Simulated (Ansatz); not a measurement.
Mg11MnS11Br2. Charge 0, multiplicity 6. Geometry PBE-D4/def2-SVP, basis def2-SVP, Ansatz.

Cartesian coordinates in Å:
```
S 1.865 1.246 -1.938
S -1.712 2.622 -3.985
S 1.736 3.412 2.146
S -0.026 0.782 4.405
S -1.776 1.590 0.322
S -0.131 -0.741 -4.579
S 1.616 -0.069 1.241
S -0.897 -1.921 -0.879
S -4.080 0.268 -2.311
S 0.804 -3.296 2.553
S 2.712 -3.031 -1.683
Mg 2.365 2.067 0.278
Mg -2.688 2.239 -1.848
Mg 0.395 1.513 -3.790
Mg -2.284 0.153 -3.942
Mg -0.205 1.761 2.205
Mg 2.162 1.751 3.876
Mg 1.260 -1.118 3.541
Mg -2.957 -0.582 -0.377
Mg -1.159 -2.533 1.495
Mn 0.091 0.265 -0.607
Mg 1.031 -1.829 -2.740
Mg 1.781 -2.503 0.376
Br 3.648 -0.230 4.412
Br -3.550 -1.815 1.830
```

```tsv
run	HOMO (eV)	LUMO (eV)
A	-5.45	-2.84
B	-5.83	-2.49
C	-5.00	-3.28
D	-4.82	-3.72
E	-6.98	-1.67
```

HSE06 is defined as in plane-wave codes, on full-range PBE exchange. Single mean-field runs in def2-SVP are fitted with def2-universal-jkfit.

HOMO and LUMO are taken over both spins.

Task: The runs used CAM-B3LYP, HSE06, PBE, PBE0, r2SCAN. Estimate which is which.

Result: A HSE06 (range-separated); B PBE0 (25 % exact exchange); C r2SCAN (0 % exact exchange); D PBE (0 % exact exchange); E CAM-B3LYP (range-separated). Exact exchange lowers occupied and raises empty levels; among semilocal functionals meta-GGAs tend to open the gap a little, and such runs are hard to tell apart. The gap grows from 1.10 eV (PBE) to 5.30 eV (CAM-B3LYP).
